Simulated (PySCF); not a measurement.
Job file and geometry (Å, from GFN2-xTB) of an NMR shielding run on SMILES [SiH3]C[C@@H]1BC=CO[SiH2]C1, C₅H₁₃BOSi₂, GIAO PBE0/pcSseg-1 NMR shielding, non-relativistic, gas phase (PySCF 2.14.0, density-fitted response routines); density fitting, a coarse starting grid and PySCF grid level 2 are the driver's defaults:

```
$ OMP_NUM_THREADS=1 python probes_run.py task.json out

{"job": {"kind": "nmr", "xc": "PBE0", "basis": "pcSseg-1"}, "charge": 0, "multiplicity": 1}
Si     2.824243    -1.329134    -0.214757
C      1.823596     0.195438    -0.739697
C      0.428985     0.240021    -0.101677
B     -0.519980    -0.932831    -0.591801
C     -1.670994    -1.464501     0.274044
C     -2.381302    -0.785632     1.182905
O     -2.268160     0.514496     1.469462
Si    -1.824144     1.842182     0.625628
C     -0.265870     1.584617    -0.431213
H      3.050900    -1.292880     1.234115
H      4.120519    -1.313314    -0.900700
H      2.108306    -2.562630    -0.549477
H      1.721190     0.217951    -1.827395
H      2.378430     1.099155    -0.465496
H      0.562209     0.210957     0.987121
H     -0.341716    -1.413575    -1.648827
H     -1.965024    -2.500570     0.154593
H     -3.166002    -1.253615     1.774059
H     -2.954643     2.217284    -0.230531
H     -1.616036     2.738181     1.757432
H      0.444697     2.397900    -0.260579
H     -0.499616     1.609886    -1.498056
```

Problem. What does the program print?

Solution. 
```
coarse grid: 18912 points
cycle   1  E = -876.5858050451  dE =  9.955e-01  |g| = 7.118e-01  |ddm| = 4.194e+00
cycle   2  E = -876.5029403417  dE =  8.286e-02  |g| = 9.653e-01  |ddm| = 1.346e+00
cycle   3  E = -876.6916380293  dE = -1.887e-01  |g| = 9.146e-02  |ddm| = 8.597e-01
cycle   4  E = -876.6928947721  dE = -1.257e-03  |g| = 4.511e-02  |ddm| = 1.014e-01
cycle   5  E = -876.6933288922  dE = -4.341e-04  |g| = 1.502e-02  |ddm| = 4.787e-02
cycle   6  E = -876.6933771446  dE = -4.825e-05  |g| = 5.115e-03  |ddm| = 1.658e-02
cycle   7  E = -876.6933839736  dE = -6.829e-06  |g| = 6.067e-04  |ddm| = 4.904e-03
final grid: 172144 points
cycle   8  E = -876.7541852817  dE = -3.741e-05  |g| = 1.109e-02  |ddm| = 3.551e-02
cycle   9  E = -876.7541532544  dE =  3.203e-05  |g| = 1.663e-02  |ddm| = 2.224e-02
cycle  10  E = -876.7542118677  dE = -5.861e-05  |g| = 1.979e-03  |ddm| = 1.405e-02
cycle  11  E = -876.7542127440  dE = -8.763e-07  |g| = 3.725e-04  |ddm| = 2.000e-03
cycle  12  E = -876.7542127739  dE = -2.999e-08  |g| = 1.316e-04  |ddm| = 4.276e-04
cycle  13  E = -876.7542127782  dE = -4.289e-09  |g| = 3.413e-05  |ddm| = 1.427e-04
cycle  14  E = -876.7542127785  dE = -2.669e-10  |g| = 9.396e-06  |ddm| = 3.645e-05
converged SCF energy = -876.7542127785

GIAO shielding tensors (ppm)
atom      isotropic    diamagn.    paramagn.     s11        s22        s33       span
  0 Si     421.516     879.692    -458.176    394.263    401.068    469.217     74.954
  1 C      164.156     250.305     -86.149    141.530    162.156    188.782     47.252
  2 C      154.509     253.695     -99.186    137.633    154.709    171.185     33.552
  3 B       26.936     194.014    -167.078    -35.648      0.806    115.649    151.297
  4 C       66.706     261.763    -195.057    -50.155     92.543    157.729    207.884
  5 C       18.299     246.551    -228.252    -89.553     40.547    103.903    193.457
  6 O      185.998     396.608    -210.610     98.527    150.705    308.762    210.234
  7 Si     364.382     879.951    -515.569    304.744    370.154    418.247    113.503
  8 C      162.779     254.876     -92.097    123.757    172.289    192.290     68.533
  9 H       27.977      29.468      -1.491     24.628     26.434     32.870      8.242
 10 H       27.756      28.263      -0.508     24.268     25.146     33.853      9.585
 11 H       28.062      29.294      -1.232     24.321     27.273     32.591      8.269
 12 H       30.472      32.120      -1.647     26.473     29.536     35.408      8.935
 13 H       30.803      32.033      -1.230     26.118     30.066     36.225     10.108
 14 H       29.702      37.262      -7.560     24.082     31.775     33.249      9.167
 15 H       24.885      33.012      -8.128     18.924     27.264     28.467      9.543
 16 H       25.880      31.456      -5.575     24.617     25.586     27.438      2.821
 17 H       24.546      27.630      -3.084     20.736     26.276     26.626      5.889
 18 H       26.615      28.340      -1.726     22.601     25.111     32.132      9.531
 19 H       26.664      29.234      -2.571     22.554     25.438     31.999      9.445
 20 H       30.544      32.967      -2.423     26.256     29.732     35.645      9.388
 21 H       30.510      33.171      -2.661     26.563     29.309     35.658      9.095
```

Size and cost of the density-fitted run: 232 basis functions, 120 s wall time on 1 thread of an Arm Neoverse N1, shared host; peak memory 1.1 GiB.
